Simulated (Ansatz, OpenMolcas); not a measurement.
## From OpenMolcas to Ansatz

This OpenMolcas 26.06 job computes CH5AlOSi (SMILES [CH2]1O[SiH2][AlH]1):

run.inp:
```
* CH5AlOSi Kohn-Sham DFT
>>> EXPORT MOLCAS_PRINT=2
&GATEWAY
BasLib
$CurrDir
Coord
9
angstrom
C       -0.309900       1.022500      -0.653500
O        0.621100      -0.021300      -1.022900
Si       0.767800      -1.223900       0.135800
Al      -0.858800       0.279300       1.121100
H       -1.090200       1.097600      -1.420100
H        0.213300       1.986000      -0.643000
H        2.177700      -1.338300       0.615000
H        0.422400      -2.560600      -0.433300
H       -1.855100       0.712400       2.283700
Basis
def2-SVP
Group
NoSym
&SEWARD
GridInput
Grid=UltraFine
End of Grid
&SCF
KSDFT
BLYP
Thresholds
1e-10 1e-07 1e-07 1e-05
PrOrbitals
1
&ALASKA
```

```bash
$ export MOLCAS_MEM=1860
$ pymolcas run.inp > run.log
```

(Basis files named in the input come from the Basis Set Exchange and aren't shown.)

The coordinates come from a PBE0-D4/def2-TZVP relaxation.

It gives a total energy of -647.928926 Eh.

**Question.** Write the same calculation for Ansatz 0.2.0 as an input file of the program's own, asking for the energy.

**Answer.** For example:

run.yaml:
```yaml
crystal:
  periodic: [false, false, false]
  atoms:
    - {symbol: C, position_ang: [-0.309900, 1.022500, -0.653500]}
    - {symbol: O, position_ang: [0.621100, -0.021300, -1.022900]}
    - {symbol: Si, position_ang: [0.767800, -1.223900, 0.135800]}
    - {symbol: Al, position_ang: [-0.858800, 0.279300, 1.121100]}
    - {symbol: H, position_ang: [-1.090200, 1.097600, -1.420100]}
    - {symbol: H, position_ang: [0.213300, 1.986000, -0.643000]}
    - {symbol: H, position_ang: [2.177700, -1.338300, 0.615000]}
    - {symbol: H, position_ang: [0.422400, -2.560600, -0.433300]}
    - {symbol: H, position_ang: [-1.855100, 0.712400, 2.283700]}
basis:
  gaussian:
    orbitals: def2-SVP
hamiltonian:
  xc: {name: BLYP}
accuracy: high
output:
  orbitals: {seedname: orbitals}
```

```bash
$ ansatz run run.yaml --threads 1 --pin off --max-ram 3480MiB --events-out events.jsonl --progress --plain --runs-dir runs
```

Its energy is -647.928926 Eh, 0.000 mEh from the first.
